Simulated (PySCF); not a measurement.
Input of a run (PBE0-D3(BJ)/def2-SVP geometry optimisation, gas phase (PySCF 2.14.0)), started from GFN2-xTB:
```
{"job": {"xc": "PBE0", "basis": "def2-SVP", "d3": "d3bj", "grid": 1, "shake": 0.01, "kind": "geom"}, "charge": 0, "multiplicity": 1}
C     -2.546550    -0.939100     0.111070
O     -1.407480    -0.145540     0.059380
Al    -0.111800     0.838600    -0.018710
Cl     1.328350     0.684690     1.703930
Al     2.915700     0.200570     0.324740
Cl     1.527740     0.144690    -1.344880
H     -2.329210    -1.920510     0.467170
H     -3.274470    -0.442090     0.774280
H     -3.005570    -0.974440    -0.872170
H     -0.288240     2.314690    -0.279610
H      3.392930    -1.231830     0.636330
H      3.838280     1.442010     0.194150
```

Output (energies in Eh, forces in Eh/bohr):
```
step   0  E = -1521.19588743  max force = 0.039307
step   1  E = -1521.21180736  max force = 0.004543
step   2  E = -1521.21219490  max force = 0.002499
step   3  E = -1521.21243176  max force = 0.002537
step   4  E = -1521.21249855  max force = 0.002498
step   5  E = -1521.21263446  max force = 0.003546
step   6  E = -1521.21273258  max force = 0.004379
step   7  E = -1521.21295736  max force = 0.003473
step   8  E = -1521.21325498  max force = 0.002863
step   9  E = -1521.21358067  max force = 0.001536
step  10  E = -1521.21382169  max force = 0.001926
step  11  E = -1521.21394137  max force = 0.002211
step  12  E = -1521.21404996  max force = 0.002304
step  13  E = -1521.21411125  max force = 0.001916
step  14  E = -1521.21415174  max force = 0.001310
step  15  E = -1521.21420292  max force = 0.001613
step  16  E = -1521.21378871  max force = 0.005234
step  17  E = -1521.21416551  max force = 0.003263
step  18  E = -1521.21429012  max force = 0.002436
step  19  E = -1521.21436427  max force = 0.001638
step  20  E = -1521.21439641  max force = 0.001385
step  21  E = -1521.21442822  max force = 0.000981
step  22  E = -1521.21446280  max force = 0.001245
step  23  E = -1521.21449059  max force = 0.000595
step  24  E = -1521.21450063  max force = 0.000301
optimisation converged
```

Problem. Summarise the run.

Solution. The energy falls by 0.506 eV over 25 energy and gradient evaluations, the largest force component goes from 0.0393 to 3.0e-04 Eh/bohr, and the atoms move by 0.705 Å rms after alignment. The bond that changes most is Cl4–Al5 (ends: chlorine bonded to 2 Al; aluminium bonded to 2 Cl and 2 H), which lengthens by 0.153 Å. Bonds longer at the end by more than 0.005 Å: 10 of 12; shorter: 0. Among the angles that change most is C1–O2–Al3, from 177.6° to 140.7°. Among the dihedrals that turn most is O2–Al3–Cl6–Al5, from -122° to -108°. The energy rose by more than 1e-6 Eh at step 16. The first step brought 86 % of the lowering.

Problem. What are the final bond lengths?

Solution. C1–O2 1.388 Å, O2–Al3 1.686 Å, Al3–Cl4 2.317 Å, Cl4–Al5 2.311 Å, Al5–Cl6 2.313 Å, Al3–Cl6 2.317 Å, C1–H7 1.107 Å, C1–H8 1.103 Å, C1–H9 1.105 Å, Al3–H10 1.565 Å, Al5–H11 1.577 Å, Al5–H12 1.577 Å. Numbering counts from 1 in the input's order; the species is `C[O][AlH-]1[Cl+][AlH2-][Cl+]1`.

The run used 130 basis functions and 160 SCF cycles in all. The run took 3.2 min of wall time on one thread of an Arm Neoverse V1, no GPU (shared host), and the process peaked at 0.55 GiB of memory.

Not checked by PBE0-D3(BJ)/def2-SVP frequencies. One conformer, not necessarily the lowest.
